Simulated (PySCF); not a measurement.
Compound: C3H7AlO.
Geometry (PBE0-D3(BJ)/def2-SVP, Å), atoms numbered from 1 in this order:
```
atom  x, y, z in Å
C1    -1.383   -1.404   -0.538
C2    -0.503   -0.406   -0.383
C3    -0.877    0.984    0.030
O4     0.810   -0.613   -0.600
Al5    2.348    0.131   -0.634
H6    -1.045   -2.396   -0.842
H7    -2.447   -1.239   -0.363
H8    -0.573    1.714   -0.739
H9    -1.958    1.081    0.192
H10   -0.358    1.267    0.962
H11    3.545   -0.832   -0.991
H12    2.481    1.679   -0.319
```

Method used: PBE0-D3(BJ)/def2-SVP geometry optimisation, gas phase in PySCF 2.14.0.

Masses are those of the commonest isotopes; rigid-rotor values at the optimised geometry. The values belong to one conformer with, in the numbering `[CH2:1]=[C:2]([CH3:3])[O:4][AlH2:5]`, C1–C2–O4–Al5 178°, C2–O4–Al5–H 180° and -1°.

(1) Give the principal moments of inertia and the rotational constants in MHz.

(2) Classify the top.

(3) What does the inertial defect say?

(4) Give the other two planar moments, Paa and Pbb, and the rms extents of the mass along the axes.

(5) Predict some low-J microwave lines.

Answers

(1) Ia = 58.70, Ib = 211.39, Ic = 266.90 u·Å²; 505379 MHz·u·Å²/I gives A = 8610, B = 2391, C = 1894 MHz.

(2) An asymmetric top; Ray's κ = -0.852.

(3) Not planar: Δ = Ic − Ia − Ib = -3.19 u·Å². For a rigid frame Δ = −2 Σ m c², so Σ m c² = 1.60 u·Å² lies off the ab plane: 1.59 from hydrogen and 0.01 from heavier atoms. The atom farthest from that plane is 0.90 Å away.

(4) Paa = Σ m a² = (Ib + Ic − Ia)/2 = 209.80 and Pbb = Σ m b² = (Ia + Ic − Ib)/2 = 57.10 u·Å². With the mass M = 86.03 u, the rms extents √(P/M) along a, b and c are 1.56, 0.81, 0.14 Å.

(5) The dipole components are |μa| = 0.28 D, |μb| = 1.16 D, |μc| = 0.02 D. The squared components, which scale the intensities, stand as 0.06 : 1.00 : 0.00 (a : b : c). Some of the stronger lines:

| type | branch | J(Ka,Kc) | MHz | lower level (cm⁻¹) |
| --- | --- | --- | --- | --- |
| a | Q | 1(1,0) ← 1(1,1) | 497 | 0.350 |
| a | Q | 2(1,1) ← 2(1,2) | 1492 | 0.620 |
| b | R | 2(0,2) ← 1(1,1) | 2321 | 0.350 |
| a | R | 1(0,1) ← 0(0,0) | 4284 | 0.000 |
| b | Q | 1(1,0) ← 1(0,1) | 6716 | 0.143 |
| b | Q | 2(1,1) ← 2(0,2) | 7242 | 0.428 |
| a | R | 2(1,2) ← 1(1,1) | 8071 | 0.350 |
| a | R | 2(0,2) ← 1(0,1) | 8540 | 0.143 |
| a | R | 2(1,1) ← 1(1,0) | 9066 | 0.367 |
| b | R | 1(1,1) ← 0(0,0) | 10503 | 0.000 |
| b | R | 2(1,2) ← 1(0,1) | 14290 | 0.143 |
| b | Q | 2(2,0) ← 2(1,1) | 18685 | 0.669 |
| b | Q | 2(2,1) ← 2(1,2) | 20148 | 0.620 |
| b | R | 2(2,1) ← 1(1,0) | 27722 | 0.367 |
| b | R | 2(2,0) ← 1(1,1) | 28248 | 0.350 |

PBE0-D3(BJ)/def2-SVP frequencies: not computed here. These are rigid-rotor constants of the computed structure; measured ground-state constants (B0) also hold zero-point vibration. A rigid rotor knows nothing of internal rotation, which can split or shift real lines. Quadrupole hyperfine structure (27Al) is left out.
